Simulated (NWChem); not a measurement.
System: WF5 cation; SMILES [W+]([F])([F])([F])([F])[F]

```xyz
6

W      0.0000     0.0000     0.0000
F      0.0000     0.0000    -1.8116
F      0.0000     0.0000     1.8116
F      1.7254    -0.4623     0.0000
F     -0.4623     1.7254     0.0000
F     -1.2631    -1.2631     0.0000
```
Atoms are numbered in this order, from 1.

Level: PBE0/def2-SVP with def2 effective core potentials on W (NWChem), optimised geometry, unscaled harmonic frequencies. This spin state was assumed; another may lie lower. def2 effective core potentials on W; no spin-orbit coupling.

```tsv
frequency (cm⁻¹)	IR intensity (km/mol)
105	5.0
105	5.0
215	17.0
215	17.0
269	20.9
323	0.0
323	0.0
764	0.0
800	229.6
821	128.3
821	128.3
824	0.0
```

```json
{
  "zero_point_energy": "8.0 kcal/mol",
  "thermal correction to the enthalpy at 298.15 K (with zero-point energy)": "13.0 kcal/mol",
  "heat capacity Cv": "21.7 cal/(mol K)",
  "entropy at 298.15 K and 1 atm (symmetry number 6)": "82.6 cal/(mol K)"
}
```

Rigid rotor and harmonic oscillator.
